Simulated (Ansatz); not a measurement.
Ag₃Br₂. The state is a doublet with charge 0. Geometry PBE0-D4/def2-SVP.

| atom | x (Å) | y (Å) | z (Å) |
| --- | --- | --- | --- |
| Ag1 | 0.733 | -0.540 | -0.723 |
| Ag2 | -1.879 | 0.702 | -0.064 |
| Ag3 | 0.023 | 0.663 | 1.894 |
| Br4 | -1.189 | -0.382 | -2.351 |
| Br5 | 2.312 | -0.442 | 1.243 |

In the def2 sets Ag takes a core potential; there is no spin–orbit coupling. LC-ωPBE has ω = 0.4 bohr⁻¹. B3LYP takes the VWN-RPA correlation. No other spin state of charge 0 was run. The structure comes from a short search, and lower isomers may exist.

Question: Estimate the α-spin orbital energies around the gap (eV) in Ansatz with PBE-D4/def2-SVP, B3LYP-D4/def2-TZVP, PBE0-D4/def2-SVP, PBE0-D4/def2-TZVP, LC-ωPBE/def2-TZVP.

Answer: 
| orbital | PBE-D4/def2-SVP | B3LYP-D4/def2-TZVP | PBE0-D4/def2-SVP | PBE0-D4/def2-TZVP | LC-ωPBE/def2-TZVP |
| --- | --- | --- | --- | --- | --- |
| HOMO−13 | -8.48 | -9.87 | -10.21 | -10.18 | -12.96 |
| HOMO−12 | -8.10 | -9.61 | -9.98 | -9.93 | -12.71 |
| HOMO−11 | -8.06 | -9.54 | -9.88 | -9.85 | -12.59 |
| HOMO−10 | -8.05 | -9.51 | -9.84 | -9.81 | -12.59 |
| HOMO−9 | -8.02 | -9.48 | -9.84 | -9.80 | -12.57 |
| HOMO−8 | -7.91 | -9.40 | -9.77 | -9.73 | -12.49 |
| HOMO−7 | -7.89 | -9.32 | -9.66 | -9.62 | -12.37 |
| HOMO−6 | -7.68 | -8.83 | -9.08 | -9.07 | -11.77 |
| HOMO−5 | -7.32 | -8.36 | -8.60 | -8.61 | -11.14 |
| HOMO−4 | -6.99 | -8.00 | -8.19 | -8.23 | -10.88 |
| HOMO−3 | -6.88 | -7.88 | -8.08 | -8.08 | -10.60 |
| HOMO−2 | -6.68 | -7.73 | -7.95 | -7.95 | -10.40 |
| HOMO−1 | -6.52 | -7.55 | -7.74 | -7.78 | -10.33 |
| HOMO | -5.12 | -5.78 | -5.87 | -5.92 | -8.06 |
| LUMO | -2.86 | -2.42 | -2.11 | -2.12 | -0.17 |
| LUMO+1 | -2.10 | -1.56 | -1.22 | -1.28 | 0.51 |
| LUMO+2 | -1.55 | -1.25 | -1.03 | -1.09 | 0.59 |
| LUMO+3 | -1.42 | -1.06 | -0.79 | -0.85 | 0.99 |
| LUMO+4 | 0.06 | 0.42 | 0.71 | 0.67 | 2.33 |
| LUMO+5 | 0.24 | 0.65 | 0.91 | 0.84 | 2.52 |
| β HOMO | -6.48 | -7.51 | -7.70 | -7.74 | -10.22 |
| β LUMO | -4.61 | -4.18 | -3.78 | -3.80 | -1.56 |
